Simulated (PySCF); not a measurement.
Partial charges of `C=C1CCC[C@@H]1C1CCC1`

Compound: C₁₀H₁₆.
Numbering: `[CH2:1]=[C:2]1[CH2:3][CH2:4][CH2:5][C@@H:6]1[CH:7]1[CH2:8][CH2:9][CH2:10]1` (hydrogens: H11, H12 on C1; H13, H14 on C3; H15, H16 on C4; H17, H18 on C5; H19 on C6; H20 on C7; H21, H22 on C8; H23, H24 on C9; H25, H26 on C10)

Structure used (GFN2-xTB), in Å, numbered top down from 1:
```xyz
26
C10H16 angstrom
C     -1.5413   -1.7848   -1.0684
C     -1.4478   -0.6818   -0.3476
C     -2.4788    0.4176   -0.3212
C     -1.8614    1.5256    0.5347
C     -0.9059    0.7798    1.4653
C     -0.3155   -0.3306    0.5867
C      0.8967    0.1660   -0.2029
C      2.1538    0.5420    0.6050
C      3.0090   -0.2507   -0.3938
C      1.7300   -0.8823   -0.9619
H     -0.7933   -2.5574   -1.0351
H     -2.3771   -1.9603   -1.7254
H     -3.3935    0.0402    0.1432
H     -2.7356    0.7571   -1.3252
H     -2.6115    2.0958    1.0817
H     -1.3022    2.2206   -0.0930
H     -0.1381    1.4292    1.8829
H     -1.4665    0.3351    2.2896
H     -0.0087   -1.1947    1.1830
H      0.5916    0.9784   -0.8639
H      2.3765    1.6039    0.6903
H      2.1544    0.0993    1.5997
H      3.5148    0.3904   -1.1130
H      3.7349   -0.9386    0.0352
H      1.5652   -1.8905   -0.5878
H      1.6291   -0.8867   -2.0450
```

Density: PBE0/pcSseg-1 (PySCF); schemes: Mulliken, IAO, Hirshfeld and ESP-fitted. Geometry: GFN2-xTB, one conformer, isolated molecule.

What partial charge does each atom carry?

In e:

| atom | environment | Mulliken | IAO | Hirshfeld | ESP-fitted |
| --- | --- | --- | --- | --- | --- |
| C1 | terminal =CH2 carbon | -0.038 | -0.352 | -0.124 | -0.680 |
| C2 | fully substituted alkene carbon | -0.352 | +0.022 | +0.015 | +0.242 |
| C3 | allylic carbon | -0.102 | -0.277 | -0.071 | -0.279 |
| C4 | ring CH2 carbon | -0.227 | -0.260 | -0.070 | +0.051 |
| C5 | ring CH2 carbon | -0.127 | -0.261 | -0.071 | -0.188 |
| C6 | allylic carbon | -0.214 | -0.120 | -0.028 | -0.166 |
| C7 | four-membered-ring carbon | -0.282 | -0.100 | -0.021 | +0.349 |
| C8 | four-membered-ring carbon | -0.138 | -0.272 | -0.074 | -0.170 |
| C9 | four-membered-ring carbon | -0.216 | -0.263 | -0.072 | -0.167 |
| C10 | four-membered-ring carbon | -0.129 | -0.265 | -0.074 | -0.180 |
| H11 | vinylic hydrogen | +0.099 | +0.142 | +0.039 | +0.205 |
| H12 | vinylic hydrogen | +0.093 | +0.142 | +0.040 | +0.225 |
| H13 | methylene hydrogen | +0.136 | +0.146 | +0.042 | +0.113 |
| H14 | methylene hydrogen | +0.131 | +0.146 | +0.042 | +0.088 |
| H15 | methylene hydrogen | +0.118 | +0.137 | +0.039 | +0.018 |
| H16 | methylene hydrogen | +0.119 | +0.129 | +0.035 | +0.015 |
| H17 | methylene hydrogen | +0.118 | +0.133 | +0.038 | +0.026 |
| H18 | methylene hydrogen | +0.117 | +0.131 | +0.036 | +0.088 |
| H19 | methine hydrogen | +0.100 | +0.130 | +0.036 | +0.076 |
| H20 | methine hydrogen | +0.106 | +0.124 | +0.034 | -0.010 |
| H21 | methylene hydrogen | +0.120 | +0.131 | +0.034 | +0.044 |
| H22 | methylene hydrogen | +0.109 | +0.130 | +0.037 | +0.059 |
| H23 | methylene hydrogen | +0.115 | +0.134 | +0.037 | +0.069 |
| H24 | methylene hydrogen | +0.116 | +0.132 | +0.035 | +0.065 |
| H25 | methylene hydrogen | +0.108 | +0.128 | +0.036 | +0.070 |
| H26 | methylene hydrogen | +0.121 | +0.135 | +0.034 | +0.038 |

Mean size of the charges over all atoms: IAO 0.167 e, ESP-fitted 0.142 e, Mulliken 0.140 e, Hirshfeld 0.047 e. Each set sums to the total charge, 0, to within 0.001 e. The IAO scheme projects the occupied orbitals on a minimal set of polarised atomic orbitals and counts the electrons in each atom's part of it.

Lowest charge. The schemes don't all agree: Mulliken C2 (-0.352); IAO C1 (-0.352); Hirshfeld C1 (-0.124); ESP-fitted C1 (-0.680).

Highest charge. The schemes don't all agree: Mulliken H13 (+0.136); IAO H13 and H14 (+0.146); Hirshfeld H13 and H14 (+0.042); ESP-fitted C7 (+0.349).

How many electrons does the IAO scheme count on C6?

Z − q = 6 − (-0.120) = 6.120.

Sum the charges by element.

```csv
element,atoms,Mulliken,IAO,Hirshfeld,ESP-fitted
C,10,-1.824,-2.149,-0.592,-1.189
H,16,+1.824,+2.149,+0.593,+1.189
```

How closely do the schemes follow one another over all atoms?

Correlation coefficient and root-mean-square difference: IAO with Hirshfeld 0.99, 0.131 e; Mulliken with IAO 0.76, 0.121 e; Hirshfeld with ESP-fitted 0.74, 0.164 e; Mulliken with Hirshfeld 0.70, 0.124 e; IAO with ESP-fitted 0.69, 0.152 e; Mulliken with ESP-fitted 0.17, 0.230 e.
